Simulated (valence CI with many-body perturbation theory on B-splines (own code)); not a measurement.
# Energy levels of Ca¹³⁺

Method: configuration interaction combined with many-body perturbation theory (CI+MBPT): five valence electrons over a frozen Dirac-Fock core [He], radial functions for each j: 9 s, 9 p, 8 d, 6 f, 3 g, 1 h, with the one-electron correlation potential Σ1, the two-electron term Σ2, the three-electron term Σ3, Breit, model QED; selected CI, second order for the rest, scaled by the run's own slope (own B-spline code, finite nucleus).

No measured levels were compared; by estimate levels of excited configurations hold to 0.05 to 0.15 % of their energy, terms of the ground configuration to about 0.5 %. Among the levels kept, up to 3600 cm⁻¹ of a level comes from second order outside the variational space, and about a tenth of that is noise between levels of different J, which matters for small intervals.

Levels 1 to 45 of 47, with energies above the lowest level, 2s²2p³ ⁴S°_3/2. "Leading %" is the weight of the configuration and term that name the level; weights of strongly mixed levels are sums over their largest components and can fall short, so below about 35 % the name and the second component can differ from the true leading terms, or belong to a minority configuration. In the jj column 3d3/2^4 stands for four electrons in 3d with j = 3/2. Lifetimes count E1, E2, E3, M1 and M2 decay at the calculated energies, and are blank where another channel may lead or the interval is too uncertain; long ones can be off by a factor of two.

```tsv
No.	Configuration	Term	J	E (eV)	Leading %	g	Lifetime	Leading jj
1	2s²2p³	⁴S°	3/2	0.00	98	1.987		2s^2 2p1/2 2p3/2^2 (51 %)
2	2s²2p³	²D°	3/2	13.18	88	0.863	2.05 ms	2s^2 2p1/2^2 2p3/2 (48 %)
3	2s²2p³	²D°	5/2	14.12	100	1.198	52.7 ms	2s^2 2p1/2 2p3/2^2 (100 %)
4	2s²2p³	²P°	1/2	21.43	98	0.663	450 μs	2s^2 2p1/2 2p3/2^2 (98 %)
5	2s²2p³	²P°	3/2	22.79	86	1.280	192 μs	2s^2 2p3/2^3 (78 %)
6	2s2p⁴	⁴P	5/2	63.97	99	1.597	132 ps	2s 2p1/2^2 2p3/2^2 (74 %)
7	2s2p⁴	⁴P	3/2	66.46	100	1.731	117 ps	2s 2p1/2 2p3/2^3 (86 %)
8	2s2p⁴	⁴P	1/2	67.61	99	2.662	110 ps	2s 2p3/2^4 (37 %)
9	2s2p⁴	²D	3/2	88.20	99	0.804	45.2 ps	2s 2p1/2 2p3/2^3 (60 %)
10	2s2p⁴	²D	5/2	88.41	99	1.201	49.0 ps	2s 2p1/2 2p3/2^3 (74 %)
11	2s2p⁴	²S	1/2	102.40	89	1.867	23.7 ps	2s 2p1/2^2 2p3/2^2 (70 %)
12	2s2p⁴	²P	3/2	106.52	99	1.327	12.5 ps	2s 2p1/2 2p3/2^3 (54 %)
13	2s2p⁴	²P	1/2	109.91	89	0.803	13.0 ps	2s 2p1/2 2p3/2^3 (56 %)
14	2p⁵	²P°	3/2	167.22	97	1.332	18.3 ps	2p1/2^2 2p3/2^3 (97 %)
15	2p⁵	²P°	1/2	171.22	98	0.663	17.5 ps	2p1/2 2p3/2^4 (98 %)
16	2s²2p²3s	⁴P	1/2	466.32	91	2.574	2.71 ps	2s^2 2p1/2^2 3s (66 %)
17	2s²2p²3s	⁴P	3/2	468.20	95	1.722	2.80 ps	2s^2 2p1/2 2p3/2 3s (94 %)
18	2s²2p²3s	⁴P	5/2	470.25	93	1.582	2.82 ps	2s^2 2p1/2 2p3/2 3s (52 %)
19	2s²2p²3s	²P	1/2	471.35	93	0.764	965 fs	2s^2 2p1/2 2p3/2 3s (82 %)
20	2s²2p²3s	²P	3/2	473.73	87	1.291	977 fs	2s^2 2p1/2 2p3/2 3s (65 %)
21	2s²2p²3s	²D	5/2	480.43	93	1.216	1.57 ps	2s^2 2p3/2^2 3s (52 %)
22	2s²2p²3s	²D	3/2	480.66	89	0.849	1.48 ps	2s^2 2p3/2^2 3s (62 %)
23	2s²2p²3p	²S°	1/2	483.60	50	1.341	204 ps	2s^2 2p1/2^2 3p1/2 (61 %)
24	2s²2p²3p	⁴D°	1/2	485.05	62	0.722	398 ps	2s^2 2p1/2 2p3/2 3p1/2 (61 %)
25	2s²2p²3p	⁴D°	3/2	485.48	84	1.257	191 ps	2s^2 2p1/2 2p3/2 3p1/2 (45 %)
26	2s²2p²3p	⁴D°	5/2	487.20	89	1.385	246 ps	2s^2 2p1/2 2p3/2 3p3/2 (77 %)
27	2s²2p²3p	⁴P°	3/2	487.93	66	1.543	47.0 ps	2s^2 2p1/2 2p3/2 3p1/2 (45 %)
28	2s²2p²3p	⁴P°	1/2	488.15	84	2.533	52.6 ps	2s^2 2p1/2 2p3/2 3p3/2 (55 %)
29	2s²2p²3p	⁴D°	7/2	489.12	94	1.418	358 ps	2s^2 2p1/2 2p3/2 3p3/2 (51 %)
30	2s²2p²3p	⁴P°	5/2	489.19	67	1.480	60.1 ps	2s^2 2p1/2 2p3/2 3p1/2 (38 %)
31	2s²2p²3p	²D°	3/2	490.09	82	0.948	123 ps	2s^2 2p1/2 2p3/2 3p3/2 (80 %)
32	2s²2p²3s	²S	1/2	491.71	92	1.997	1.65 ps	2s^2 2p3/2^2 3s (77 %)
33	2s²2p²3p	⁴S°	3/2	492.37	74	1.942	7.20 ps	2s^2 2p1/2 2p3/2 3p3/2 (32 %)
34	2s²2p²3p	²D°	5/2	492.97	68	1.273	117 ps	2s^2 2p3/2^2 3p3/2 (66 %)
35	2s²2p²3p	²P°	3/2	494.06	88	1.347	41.0 ps	2s^2 2p1/2 2p3/2 3p3/2 (38 %)
36	2s²2p²3p	²P°	1/2	494.47	87	0.727	52.4 ps	2s^2 2p3/2^2 3p3/2 (58 %)
37	2s²2p²3p	²F°	5/2	499.29	89	0.891	96.1 ps	2s^2 2p1/2 2p3/2 3p1/2 (27 %)
38	2s²2p²3p	²F°	7/2	500.06	95	1.152	96.1 ps	2s^2 2p3/2^2 3p3/2 (51 %)
39	2s2p³3s	⁶S°	5/2	500.50	99	1.997	629 ps	2s 2p1/2 2p3/2^2 3s (54 %)
40	2s²2p²3p	²D°	3/2	502.88	81	0.884	38.2 ps	2s^2 2p1/2 2p3/2 3p1/2 (39 %)
41	2s²2p²3p	²D°	5/2	503.25	92	1.194	52.2 ps	2s^2 2p1/2 2p3/2 3p3/2 (49 %)
42	2s²2p²3p	²P°	1/2	505.21	97	0.669	20.3 ps	2s^2 2p1/2 2p3/2 3p3/2 (78 %)
43	2s²2p²3d	⁴F	3/2	506.68	84	0.504	7.33 ps	2s^2 2p1/2^2 3d3/2 (62 %)
44	2s²2p²3p	²P°	3/2	507.35	83	1.292	15.6 ps	2s^2 2p3/2^2 3p3/2 (67 %)
45	2s²2p²3d	⁴F	5/2	507.53	80	1.083	5.70 ps	2s^2 2p1/2 2p3/2 3d3/2 (43 %)
```

Names give the largest LS component (configuration and term), which can be under half, so a name can repeat, a term be missing and a line seem to break the LS rules; names also repeat where a configuration has a term twice.

The ionisation energy to 2s²2p² ³P0 of the next ion comes out as 816.76 eV (NIST: 817.2 ± 0.6 eV (semi-empirical)). All 47 levels together are meant to be complete up to 509.72 eV.
